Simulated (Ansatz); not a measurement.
`F/C=C/F` + `CBO` → `CB(O)/C=C/F` + H–F  (formal exchange of groups at a C–F bond)

Isolated molecules relaxed with PBE0-D4/def2-TZVP in Ansatz; ΔE leaves out vibrations. CBS: MP2 limit from def2 TZ/QZ plus the TZ coupled-cluster correction, frozen cores. This one scheme is used for every species. Double bonds are as drawn, so ΔE can hold a change between cis and trans. DFT in def2-TZVPP. B3LYP here is the variant with VWN-RPA as its local correlation; programs differ in this. One conformer a species, not always the lowest.

`F/C=C/F`:

```xyz
6

F    -0.010   -1.260    1.232
C    -0.109   -0.065    0.647
C     0.109    0.065   -0.647
F     0.010    1.260   -1.232
H    -0.375    0.745    1.315
H     0.375   -0.745   -1.315
```

`CBO`:

Z-matrix (Å, degrees):
```
C
B 1 1.559
H 1 1.096 2 110.2
H 1 1.092 2 113.4 3 122.1
H 1 1.096 2 110.2 3 -115.8
O 2 1.357 1 119.4 3 -122.1
H 2 1.207 1 121.8 3 57.8
H 6 0.960 2 113.1 1 180.0
```

`CB(O)/C=C/F`:

Z-matrix (Å, degrees):
```
C
B 1 1.572
H 1 1.095 2 110.2
H 1 1.095 2 110.4 3 -116.3
H 1 1.094 2 114.5 3 121.8
O 2 1.367 1 121.9 3 -121.0
C 2 1.552 1 121.2 3 58.9
H 6 0.959 2 112.8 1 -0.1
C 7 1.325 2 121.0 1 -179.9
H 7 1.087 2 121.6 1 0.1
F 9 1.334 7 123.0 2 -180.0
H 9 1.085 7 125.2 2 0.0
```

H–F:

```xyz
2

F    -0.105    0.447   -0.030
H     0.105   -0.447    0.030
```

CCSD(T)/CBS gives -135.2 kJ/mol.

(1) Another level gave -119.8 kJ/mol. Which?
A. B3LYP/def2-TZVPP
B. PBE0-D4/def2-TZVPP
C. SCS-MP2/def2-TZVPP
D. B3LYP-D4/def2-TZVPP

Largest T1 diagnostic among the species: 0.013.

Results:

(1) D. B3LYP-D4 -119.8, B3LYP -110.9, PBE0-D4 -126.4, SCS-MP2/def2-TZVPP -131.4 kJ/mol.

In def2-TZVPP, CCSD(T) changes the Hartree–Fock value by −20.4 kJ/mol (the triples alone add −2.5 kJ/mol) and MP2 by −33.5 kJ/mol. The D4 term adds −8.9 kJ/mol with B3LYP and −5.0 kJ/mol with PBE0; it sums over pairs of atoms, weighted by their polarisabilities, and B3LYP, whose exchange is more repulsive, gets the larger term.
